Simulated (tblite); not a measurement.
A tight-binding relaxation on `[SiH3]n1ccc([O][GeH3])c1`.

Computed with GFN2-xTB geometry optimisation, gas phase (tblite 0.8.0). Start geometry: from a force field or distance geometry. The command runs a driver script over a list of jobs; the input below is this job's line of settings and its coordinates in Å.

Command:
```bash
OMP_NUM_THREADS=1 python probes_run.py task.json out
```

Input:
```
{"job": {"kind": "relax", "xc": "GFN2-xTB", "basis": "xTB"}, "charge": 0, "multiplicity": 1}
Si     2.760500     0.975100    -0.101700
N      1.289000    -0.039800    -0.301700
C      1.276800    -1.315000    -0.745900
C     -0.023000    -1.796600    -0.705700
C     -0.794900    -0.789200    -0.166500
O     -2.174000    -0.869100     0.053500
Ge    -3.137100     0.505800     0.747000
C      0.048300     0.290700     0.077700
H      3.738100     0.629700    -1.139200
H      3.335500     0.743700     1.230800
H      2.375500     2.392500    -0.232400
H      2.132700    -1.858700    -1.095400
H     -0.360900    -2.787500    -0.985900
H     -2.580800     0.863800     2.150200
H     -4.626300     0.085100     0.873800
H     -3.028000     1.737100    -0.169100
H     -0.238300     1.244600     0.500700
```

Output:
```
step      E/eV     max force
  0    -648.49519    2.353
  1    -648.63230    0.727
  2    -648.65827    0.653
  3    -648.71611    0.375
  4    -648.72514    0.327
  5    -648.73867    0.296
  6    -648.75024    0.345
  7    -648.76990    0.381
  8    -648.78050    0.272
  9    -648.78553    0.160
... (32 lines left out)
 42    -648.79794    0.016
 43    -648.79798    0.019
 44    -648.79801    0.017
 45    -648.79804    0.016
 46    -648.79809    0.016
 47    -648.79814    0.018
 48    -648.79819    0.018
 49    -648.79824    0.016
 50    -648.79826    0.011
 51    -648.79827    0.008
```

«max force» is the largest atomic force in eV/Å.

Task: From which step on does the largest force stay under 0.1 eV/Å, and how much energy is left to gain from there?

Result: From step 12 (0.089 eV/Å), 7.3 meV above the end.

In short: energy lowered by 7.0 kcal/mol over 51 steps; largest atomic force 0.008 eV/Å at the end.

Task: Where do the atoms end?

Result: 0.118 Å rms from the input after alignment:
```
atom  x, y, z in Å
Si1    2.7760    0.9347   -0.1040
N2     1.3251   -0.0185   -0.2945
C3     1.2465   -1.3033   -0.7575
C4    -0.0361   -1.7518   -0.6757
C5    -0.7991   -0.6880   -0.1256
O6    -2.1373   -0.7544    0.1065
Ge7   -3.1476    0.5102    0.7598
C8     0.0590    0.3480    0.0964
H9     3.6923    0.4785   -1.1452
H10    3.3309    0.7096    1.2335
H11    2.3726    2.3275   -0.2805
H12    2.1235   -1.8040   -1.1172
H13   -0.4138   -2.7113   -0.9661
H14   -2.6845    0.8808    2.1415
H15   -4.4625   -0.1858    0.7484
H16   -3.1087    1.7185   -0.1337
H17   -0.1432    1.3214    0.5038
```

Time: 0.41 s of wall time. Hardware: one thread of an Arm Neoverse V1, no GPU, shared host with 64 logical CPUs at a one-minute load of 15.
Labels such as C1 count atoms from 1, the log's own numbers from 0.
